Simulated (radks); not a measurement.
The bismuth ion Bi81+, configuration [He].

Calculated with a radial shooting solver on a logarithmic mesh with Libxc functionals: non-relativistic Kohn-Sham, LDA (Slater exchange, Perdew-Wang correlation), spin-unpolarised, spherical densities, point nucleus; relativity is left out, which matters for an element this heavy.

Energy parts (eV):
part                      energy
total                 -185859.78
kinetic                185852.51
electron-nucleus      -373307.71
Hartree                  2809.20
exchange-correlation    -1213.80

Orbitals (lengths in bohr, moments of r in powers of bohr):
orbital,occ.,eigenvalue (eV),<r^2>,<r>,<r^4>,<1/r>
1s,2,-91726.38,0.0004404,0.01817,4.861e-07,82.64

The highest occupied level is 1s at -91726 eV. For comparison, the ionisation energy in NIST's Atomic Spectra Database is 102251.8 eV (theoretical). In exact Kohn-Sham theory the highest level is minus the ionisation energy, but local and semilocal functionals leave it too shallow, through self-interaction and a potential that decays too fast; potentials with the right tail come closer. The electron density at the nucleus is 3.608e+05 e/bohr^3. The density falls to 0.001 e/bohr^3 at r = 0.12 bohr. Summed over all electrons, <r^2> = 0.0008809 bohr^2, which gives a Langevin (diamagnetic) susceptibility term of -0.000698 x 10^-6 cm^3/mol. Virial ratio -V/T = 2.00004.
